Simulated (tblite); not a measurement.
Compound: C6H8AsN.
SMILES with atom numbers: `[N:1]#[C:2][C@@H:3]1[C@H:4]2[CH2:5][AsH:6][C@@H:7]1[CH2:8]2` (hydrogens: H9 on C3; H10 on C4; H11, H12 on C5; H13 on As6; H14 on C7; H15, H16 on C8)

Computed with GFN2-xTB (tblite), gas phase: L-BFGS steps from a force-field or distance-geometry start until the largest atomic force falls under 0.01 eV/Å.

At the end of the run (lengths in Å): As6–H13 1.518, C2–C3 1.433, C3–C7 1.542, C7–H14 1.090, C5–H11 1.093, C3–H9 1.097, C3–C4 1.542, C5–C4–C8 106.7°, C3–C7–C8 87.0°, C3–C4–C5 106.2°, C2–C3–C4 113.5°, C2–C3–C4–C5 171°, C3–C4–C5–As6 48°, C4–C5–As6–C7 -2°, H9–C3–C4–C5 42°, H15–C8–C4–C3 -149°.

Task: These geometries were met on the way; a selection of coordinates is given. Order them by energy above the end point, lowest first.
A. As6–H13 1.565, C2–C3 1.478, C3–C7 1.516, C7–H14 1.116, C5–H11 1.115, C3–H9 1.116, C3–C4 1.535, C5–C4–C8 103.4°, C3–C7–C8 89.9°, C3–C4–C5 103.6°, C2–C3–C4 113.1°, C2–C3–C4–C5 169°, C3–C4–C5–As6 47°, C4–C5–As6–C7 -1°, H9–C3–C4–C5 41°, H15–C8–C4–C3 -143°
B. As6–H13 1.516, C2–C3 1.431, C3–C7 1.538, C7–H14 1.089, C5–H11 1.091, C3–H9 1.095, C3–C4 1.539, C5–C4–C8 105.3°, C3–C7–C8 87.9°, C3–C4–C5 105.2°, C2–C3–C4 114.8°, C2–C3–C4–C5 168°, C3–C4–C5–As6 48°, C4–C5–As6–C7 -1°, H9–C3–C4–C5 39°, H15–C8–C4–C3 -146°
C. As6–H13 1.534, C2–C3 1.434, C3–C7 1.549, C7–H14 1.087, C5–H11 1.091, C3–H9 1.103, C3–C4 1.548, C5–C4–C8 105.1°, C3–C7–C8 88.4°, C3–C4–C5 105.2°, C2–C3–C4 114.7°, C2–C3–C4–C5 169°, C3–C4–C5–As6 48°, C4–C5–As6–C7 -1°, H9–C3–C4–C5 38°, H15–C8–C4–C3 -145°
D. As6–H13 1.532, C2–C3 1.405, C3–C7 1.574, C7–H14 1.061, C5–H11 1.080, C3–H9 1.102, C3–C4 1.561, C5–C4–C8 105.8°, C3–C7–C8 87.7°, C3–C4–C5 105.8°, C2–C3–C4 115.3°, C2–C3–C4–C5 169°, C3–C4–C5–As6 49°, C4–C5–As6–C7 -2°, H9–C3–C4–C5 36°, H15–C8–C4–C3 -145°
E. As6–H13 1.519, C2–C3 1.428, C3–C7 1.542, C7–H14 1.089, C5–H11 1.093, C3–H9 1.095, C3–C4 1.539, C5–C4–C8 106.0°, C3–C7–C8 87.4°, C3–C4–C5 105.3°, C2–C3–C4 114.5°, C2–C3–C4–C5 168°, C3–C4–C5–As6 48°, C4–C5–As6–C7 -2°, H9–C3–C4–C5 41°, H15–C8–C4–C3 -147°

Result: E (0.012 eV), B (0.024 eV), C (0.045 eV), D (0.110 eV), A (0.182 eV).

```csv
step,E above end (eV),"rms distance from the end, all atoms (Å)",largest force (eV/Å),rms shift of all bonds from the end (Å)
8,0.012,0.044,0.220,0.002
5,0.024,0.052,0.304,0.003
3,0.045,0.058,0.497,0.006
2,0.110,0.059,2.768,0.016
0,0.182,0.065,1.949,0.023
```

Rows stand in the order of the answer.
